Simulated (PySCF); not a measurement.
## Correlation energy of Ne²⁺ (neon, charge +2)

[He] 2s2 2p4, high-spin 3P determinant. Calculation: PySCF 2.14, in def2-TZVP (5s3p2d1f, 31 functions); the non-relativistic Hamiltonian (point nucleus). Frozen: 1s2; 6 electrons correlated.

MP2 pair energies summed by pair of shells (mhartree):

```csv
pair,energy,share (%)
2p-2p,-66.15,47.2
2s-2p,-64.65,46.1
2s-2s,-9.47,6.8
```

Total MP2 correlation energy: -140.27 mhartree.

Same-spin part -33.53 and opposite-spin part -106.74 mhartree; SCS-MP2 scales them by 1/3 and 6/5 to -139.26 mhartree.

```csv
level,correlation energy (mhartree)
CCSD,-154.95
(T),-1.39
CCSD(T),-156.34
```

Diagnostics: T1 = 0.0028, D1 = 0.0059, largest double amplitude 0.026.

Cost of the coupled-cluster step: 0.29 s of wall time on 1 thread of Neoverse-V2 (shared host), for 6 correlated electrons.

Iterations:

```
CC2 = 0
CCSD nocc = (np.int64(4), np.int64(2)), nmo = (30, 30)
frozen orbitals [[0], [0]]
max_cycle = 100
direct = 0
conv_tol = 1e-08
conv_tol_normt = 1e-06
diis_space = 8
diis_start_cycle = 0
Init t2, MP2 energy = -0.140267789490477
Init E_corr(UCCSD) = -0.140267789499771
cycle = 1  E_corr(UCCSD) = -0.15245768215963  dE = -0.0121898927  norm(t1,t2) = 0.0169824
cycle = 2  E_corr(UCCSD) = -0.154327462121379  dE = -0.00186977996  norm(t1,t2) = 0.00485287
cycle = 3  E_corr(UCCSD) = -0.154981488356887  dE = -0.000654026236  norm(t1,t2) = 0.00182386
cycle = 4  E_corr(UCCSD) = -0.154947606642845  dE = 3.3881714e-05  norm(t1,t2) = 0.000354902
cycle = 5  E_corr(UCCSD) = -0.154953996227589  dE = -6.38958474e-06  norm(t1,t2) = 5.27823e-05
cycle = 6  E_corr(UCCSD) = -0.154953936300406  dE = 5.99271838e-08  norm(t1,t2) = 9.37943e-06
cycle = 7  E_corr(UCCSD) = -0.154953826323117  dE = 1.09977288e-07  norm(t1,t2) = 1.77165e-06
cycle = 8  E_corr(UCCSD) = -0.154953837066846  dE = -1.07437292e-08  norm(t1,t2) = 2.80356e-07
cycle = 9  E_corr(UCCSD) = -0.154953837286803  dE = -2.19956692e-10  norm(t1,t2) = 2.91575e-08
UCCSD converged
E(UCCSD) = -126.5297770648143  E_corr = -0.1549538372868031
UCCSD(T) correction = -0.00138894292264672
```
